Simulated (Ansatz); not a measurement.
A geometry relaxed with r2SCAN-D4/def2-TZVP (Ansatz, an electronic-structure program), charge 0, multiplicity 1:

```xyz
8

C     -0.3697    -0.6236     0.1183
H      0.6704     0.7934    -1.1602
C      0.3697     0.6236    -0.1183
H     -0.6704    -0.7934     1.1602
N     -0.6092    -1.4033    -0.8580
H     -1.1281    -2.2264    -0.5461
N      0.6092     1.4033     0.8580
H      1.1281     2.2264     0.5461
```

### Question
Write the SMILES of this molecule.

### Answer
`[H]/N=C/C=N/[H]`
